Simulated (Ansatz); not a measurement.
Ansatz results at the PBE0-D4/def2-TZVP geometry: LUMO energy (PBE0/def2-TZVPP) -1.07 eV; LUMO energy (PBE/def2-TZVPP) -2.12 eV; size of the dipole moment (ωB97M-V/def2-TZVPP) 3.65 D.

Each molecule was computed in one conformer, which needn't be the lowest.

Which molecule gave them?
A. `[TeH]CI`
B. `BrC1BO1`
C. `C[SiH2][Se]C=O`
D. `OC(=S)OC[SiH3]`

C. The others give `BrC1BO1`: -1.14, -2.16, 1.79; `[TeH]CI`: -1.62, -2.44, 1.21; `OC(=S)OC[SiH3]`: -0.74, -1.69, 3.60.
